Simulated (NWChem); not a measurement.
A series in which one site is exchanged, each optimised at PBE0/def2-SVP with NWChem, gas phase unless a solvent is named. All stand in one matching conformer (torsions within 35°), which need not be the lowest. Some are not confirmed as minima by frequencies. def2 effective core potentials on Zr, Hf; no spin-orbit coupling.

A: [OH][TiH2][OH] (TiH₄O₂; site = Ti)
B: [OH][ZrH2][OH] (ZrH4O2; site = Zr)
C: O[SiH2]O (SiH4O2; site = Si)
D: [OH][HfH2][OH] (HfH4O2; site = Hf)

Question: Rank them by lowest singlet excitation, PBE0/def2-SVPD, TDA (eV), lowest first.

Answer: A (3.60), B (4.38), D (4.71), C (7.65)
